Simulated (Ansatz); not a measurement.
Geometry optimisation, RKS PBE0-D4/def2-SVP (Ansatz 0.2.0).

Input:

```yaml
crystal:
  periodic: [false, false, false]
  atoms:
    - { symbol: Al, position_ang: [-1.184806, 0.758816, -0.426231] }
    - { symbol: H, position_ang: [-1.50478, -1.570807, 1.124526] }
    - { symbol: Cl, position_ang: [-1.480657, -0.098659, -2.303401] }
    - { symbol: Cl, position_ang: [-2.648017, 1.918368, 0.48291] }
    - { symbol: H, position_ang: [-0.950309, -1.131109, 1.132911] }
    - { symbol: O, position_ang: [0.383012, 0.572298, 0.424063] }
    - { symbol: C, position_ang: [1.581554, 0.007512, -0.022924] }
    - { symbol: H, position_ang: [2.342091, 0.789855, -0.197526] }
    - { symbol: H, position_ang: [1.98471, -0.675287, 0.746716] }
    - { symbol: H, position_ang: [1.477202, -0.571087, -0.961044] }
basis:
  gaussian: { orbitals: def2-SVP }
hamiltonian:
  xc: pbe0
  dispersion: d4
relax:
  f_tol: 0.03
  max_steps: 50
```

Launched with:

```bash
$ ansatz run input.yaml --threads 2 --pin off --max-ram 3072MiB --backend cpu --events-out ev --progress --plain --runs-dir out
```

Q: Where does it end, and by what steps?

A: The run converged. After 9 steps the energy has fallen by 0.286 eV; H2 moved furthest, 0.60 Å.

| step | energy less start (eV) | largest force component (eV/Å) | accepted |
| --- | --- | --- | --- |
| 0 | 0.0000 | 1.996 | yes |
| 1 | -0.1659 | 1.314 | yes |
| 2 | -0.2341 | 0.582 | yes |
| 3 | -0.2501 | 0.939 | yes |
| 4 | -0.2726 | 0.147 | yes |
| 5 | -0.2760 | 0.057 | yes |
| 6 | -0.2816 | 0.089 | yes |
| 7 | -0.2837 | 0.111 | yes |
| 8 | -0.2846 | 0.063 | yes |
| 9 | -0.2856 | 0.009 | yes |

```xyz
10
Properties=species:S:1:pos:R:3
Al -1.127 0.532 -0.272
H -1.929 -1.244 0.843
Cl -1.595 -0.385 -2.096
Cl -2.525 1.803 0.612
H -1.223 -1.149 1.133
O 0.446 0.505 0.326
C 1.712 0.074 -0.060
H 2.402 0.932 -0.147
H 2.134 -0.614 0.693
H 1.705 -0.452 -1.032
```

Time of the run: 27 s on 2 threads of AMD EPYC 7B13 (Zen 3), with other jobs on the host, peak memory 0.27 GiB.
